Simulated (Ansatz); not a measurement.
Consider the formal exchange of groups at a B–C bond: `C=C(Cl)BOC` + `C=O` → `COBC=O` + `C=CCl`.

Calculated with Ansatz (gas phase, PBE0-D4/def2-TZVP geometries, no zero-point term in ΔE). CCSD(T)/CBS adds triple-zeta CCSD(T) − MP2 to the extrapolated MP2 energy (def2 sets, frozen cores). This one scheme is used for every species. Functionals use def2-TZVPP. B3LYP here is the variant with VWN-RPA as its local correlation; programs differ in this. Each species was taken in one conformer, which may not be the lowest.

| level | ΔE (kJ/mol) |
| --- | --- |
| B3LYP-D4 | 30.4 |
| ωB97M-V | 29.1 |

Q: What does CCSD(T)/CBS give? (Best estimate.)

A: Ansatz gave: +29.9 kJ/mol. The listed levels differ from it by 0.5, -0.8 kJ/mol.

Largest T1 diagnostic among the species: 0.015.

In def2-TZVPP, CCSD(T) changes the Hartree–Fock value by +4.1 kJ/mol (the triples alone add +1.5 kJ/mol) and MP2 by +8.5 kJ/mol. The D4 term adds +5.9 kJ/mol with B3LYP and +3.3 kJ/mol with PBE0; it sums over pairs of atoms, weighted by their polarisabilities, and B3LYP, whose exchange is more repulsive, gets the larger term.
